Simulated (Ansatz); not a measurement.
The cluster TiO2⁻. The state is a quartet with charge -1. Geometry PBE-D4/def2-TZVPD; atoms count from 1.

```xyz
3

Ti    1.033   -0.373    0.351
O    -0.695    0.345    0.520
O    -0.338    0.028   -0.870
```

The structure holds one bond between oxygen atoms, so isomers without such links may lie far lower. The highest occupied level of the charge -1 quartet lies above zero (up to 0.57 eV). The electron is either unbound and held by the finite basis, or the level is raised by self-interaction error. At PBE0-D4/def2-TZVPD a doublet of charge -1 lies 0.18 eV below the quartet, each at its own geometry. The structure comes from a short search, and lower isomers may exist.

Problem. Estimate the Mulliken populations from the PBE0/def2-TZVPD orbitals of Ansatz.

Solution. 
```json
{"atom": "Ti1", "charge (e)": "0.03", "spin (α − β)": "3.22", "d electrons": "2.52"}
{"atom": "O2", "charge (e)": "-0.51", "spin (α − β)": "-0.11", "d electrons": "–"}
{"atom": "O3", "charge (e)": "-0.51", "spin (α − β)": "-0.11", "d electrons": "–"}
```
Mulliken values depend strongly on the basis. With diffuse functions, as here, like atoms can get unlike values, and bond orders can come out too low or too high.

Problem. Where does the spin sit?

Solution. Summed by element: Ti 3.22, O -0.22, of 3 unpaired in all. Largest on single atoms: Ti1 3.22, O2 -0.11, O3 -0.11.

Problem. And the Mayer bond orders between heavy atoms (over 0.3)?

Solution. Ti1–O2 0.55 (1.88 Å); Ti1–O3 0.55 (1.88 Å); O2–O3 0.68 (1.47 Å).
